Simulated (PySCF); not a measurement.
From one molecule to another.

First species: 4H-pyran-4-one, C5H4O2.
SMILES: `O=C1C=COC=C1`

Second species: C7H7FO.
InChI=1S/C7H7FO/c1-3-7(2,8)5-4-6-9/h3,6H,1H2,2H3/t7-/m0/s1

Levels: PBE0/def2-SVPD for dipole moment, HOMO energy, LUMO energy, HOMO–LUMO gap, static isotropic polarisability and electronic spatial extent ⟨r²⟩ about the centre of nuclear charge; TDDFT PBE0/def2-SVPD for lowest singlet excitation; TDA PBE0/def2-SVPD for lowest triplet excitation (Tamm–Dancoff); GFN2-xTB for rotational constant A and rotational constant C. Geometries: GFN2-xTB. Each structure is a single optimised conformer of the isolated species, non-relativistic unless stated; the electronic structure was computed with PySCF and density fitting.

Dipoles, sizes and rotational constants follow the conformer. The torsions of the flexible species, by atom-mapped SMILES:
- `[CH2:1]=[CH:2][C@:3]([CH3:4])([F:5])[C:6]#[C:7][CH:8]=[O:9]`: C1–C2–C3–C4 118°

Values for the first species:

| Property | Result |
| --- | --- |
| Dipole moment | 4.13 D |
| HOMO energy | -7.24 eV |
| LUMO energy | -1.31 eV |
| HOMO–LUMO gap | 5.93 eV |
| Lowest singlet excitation | 4.03 eV |
| Lowest triplet excitation (Tamm–Dancoff) | 3.57 eV |
| Static isotropic polarisability | 62.5 au |
| Electronic spatial extent ⟨r²⟩ about the centre of nuclear charge | 616 bohr² |
| Rotational constant A | 5.973 GHz |
| Rotational constant C | 1.872 GHz |

Estimate the same properties for the second species, and the change in each.

| property | first | second | second less first |
| --- | --- | --- | --- |
| dipole moment | 4.13 D | 2.61 D | -1.52 D |
| HOMO energy | -7.24 eV | -8.14 eV | -0.90 eV |
| LUMO energy | -1.31 eV | -2.18 eV | -0.87 eV |
| HOMO–LUMO gap | 5.93 eV | 5.96 eV | +0.03 eV |
| lowest singlet excitation | 4.03 eV | 3.81 eV | -0.22 eV |
| lowest triplet excitation (Tamm–Dancoff) | 3.57 eV | 3.20 eV | -0.37 eV |
| static isotropic polarisability | 62.5 au | 90.5 au | +28.0 au |
| electronic spatial extent ⟨r²⟩ about the centre of nuclear charge | 616 bohr² | 1591 bohr² | +975 bohr² |
| rotational constant A | 5.973 GHz | 3.081 GHz | -2.892 GHz |
| rotational constant C | 1.872 GHz | 0.723 GHz | -1.149 GHz |

On the first: The vertical singlet–triplet gap S1 − T1 is 0.46 eV (TDDFT singlet less Tamm–Dancoff triplet; S1: HOMO→LUMO, weight 0.98; T1: HOMO→LUMO, weight 0.97). S1 lies 1.90 eV below the HOMO–LUMO gap; its leading configuration is HOMO→LUMO, weight 0.98.

On the second: The principal polarisabilities are 69.3, 76.3 and 125.9 au; their mean is the isotropic value.
